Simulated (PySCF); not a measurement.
## Electronic absorption of Cu(NH3)H

Cu(NH3)H (singlet state).
SMILES: `[H][Cu]<-[NH3]`

Theory: TDDFT PBE0/def2-SVPD, vertical, gas phase, core orbitals frozen in the response (PySCF 2.14.0, density-fitted response routines). Geometry: PBE0-D3(BJ)/def2-SVP; no solvent, vibrations or thermal averaging.

| state | E (eV) | λ (nm) | ν̃ (cm⁻¹) | f | main configurations (H = HOMO, L = LUMO) |
| --- | --- | --- | --- | --- | --- |
| S1 | 4.06 | 305.0 | 32780 | 0.059 | H→L (98%) |
| S2 | 4.75 | 261.3 | 38270 | 0.0000 | H-2/H-1→L (≥96%) |
| S3 | 4.75 | 261.3 | 38270 | 0.0000 | H-2/H-1→L (≥96%) |
| S4 | 4.84 | 256.4 | 39000 | 0.025 | H-3→L (84%), H→L+1/L+2 (≥12%) |
| S5 | 4.84 | 256.4 | 39000 | 0.025 | H-4→L (84%), H→L+1/L+2 (≥12%) |
| S6 | 4.99 | 248.3 | 40280 | 0.190 | H→L+1/L+2 (≥80%), H-4→L (11%) |
| S7 | 4.99 | 248.3 | 40280 | 0.190 | H→L+1/L+2 (≥80%), H-3→L (11%) |
| S8 | 5.57 | 222.7 | 44910 | 0.0000 | H-2/H-1→L+1/L+2 (≥88%) |
| S9 | 5.57 | 222.7 | 44910 | 0.0000 | H-2/H-1→L+1/L+2 (≥88%) |
| S10 | 5.75 | 215.8 | 46350 | 0.020 | H-5→L (75%), H-4→L+1/L+2 (12%), H-3→L+1/L+2 (12%) |
| S11 | 5.75 | 215.6 | 46380 | 0.043 | H-2/H-1→L+1/L+2 (≥81%) |
| S12 | 5.75 | 215.6 | 46380 | 0.043 | H-2/H-1→L+1/L+2 (≥81%) |
| S13 | 5.78 | 214.6 | 46590 | 0.0005 | H-3→L+1/L+2 (≥49%), H-4→L+1/L+2 (≥34%) |
| S14 | 5.78 | 214.6 | 46590 | 0.0006 | H-3→L+1/L+2 (≥48%), H-4→L+1/L+2 (≥35%) |

Triplets (Tamm–Dancoff): T1 3.52 eV, H→L (94%); T2 4.21 eV, H→L+1/L+2 (≥94%); T3 4.21 eV, H→L+1/L+2 (≥94%).

The lowest singlet comes at 305 nm (392 kJ/mol) in the ultraviolet; it is of moderate strength; its leading configuration is HOMO→LUMO (98%). The most intense listed level is S6/S7 at 4.99 eV (248 nm, f = 0.379 summed), 0.93 eV above S1. S2/S3, S4/S5, S6/S7, S8/S9, S10/S11/S12 and S13/S14 lie within about 0.01 eV of each other in each set; the point group C3v has degenerate representations, and within a degenerate level the listed configurations can mix freely. For S1 the Löwdin share of copper is 71% in HOMO and 49% in LUMO; for S6 the Löwdin share of copper is 71% in HOMO and 80% in LUMO+1. Weighted by f, the mean energy of these states is 5.02 eV. Of the 14 states listed, 8 reach f = 0.01 and 4 stay under 0.0005. The oscillator strengths of these states sum to 0.595; summed over the whole spectrum of an exact calculation they would give the number of electrons, 40 (Thomas–Reiche–Kuhn). Orbitals of the list HOMO-3 to LUMO+2 that lie within 0.01 eV of each other are written together with a slash and their weights summed (≥ marks a lower bound); for degenerate orbitals outside that list single weights are arbitrary. Singlets were solved by full linear response, triplets in the Tamm–Dancoff approximation. The highest level found (5.81 eV, f 0.0000 so far) is left out, since the window may have cut off a degenerate partner.
